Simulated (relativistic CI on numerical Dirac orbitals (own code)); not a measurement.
**One change at a time: Yb⁵⁹⁺**

Base calculation: Dirac-Coulomb-Breit CI, separate exchange-only KLI orbitals for each configuration, model QED, unscaled Slater integrals.

Configuration list (outside the closed core [Ne]): 3s, 3p, 3d, 4s, 4p, 4d, 4f, 5s, 5p, 5d, 5f, 5g, 6s, 6p, 6d. Levels of other configurations are missing.

The lowest level and the first level of each name with at least 55 % of one term (blank where a level has no safe partner in the second run):

```
     Level  Base (eV)  Shift (eV)
 3s 2S_1/2       0.00        0.00
3p 2P°_1/2     146.60       -3.43
3p 2P°_3/2     434.20       -0.07
 3d 2D_3/2     608.74       +1.14
 3d 2D_5/2     674.39       +3.15
 4s 2S_1/2    2841.26       +3.06
4p 2P°_1/2    2901.87       +1.68
4p 2P°_3/2    3019.54       +2.99
 4d 2D_3/2    3085.76       +3.60
 4d 2D_5/2    3114.15       +4.34
4f 2F°_5/2    3149.06       +4.86
4f 2F°_7/2    3161.48       +4.97
 5s 2S_1/2    4105.91       +4.05
5p 2P°_1/2    4136.35       +3.37
5p 2P°_3/2    4195.53       +4.01
 5d 2D_3/2    4227.93       +4.34
 5d 2D_5/2    4242.57       +4.69
5f 2F°_5/2    4259.85       +4.91
5f 2F°_7/2    4266.23       +4.98
 5g 2G_7/2    4268.62       +5.00
 5g 2G_9/2    4272.42       +5.00
 6s 2S_1/2    4776.32       +4.47
```

At this charge energies of transitions that change n are usually good to better than 1 %, and those within a shell (Δn = 0) to a few per cent.

(1) One thing was changed in a second run, which moved the levels as shown. Which?
A. non-relativistic limit
B. Breit term removed
C. QED terms removed
D. configuration mixing switched off

## Answers

(1) B. Breit term removed. The Breit term mainly narrows fine-structure intervals, so removing it widens them.
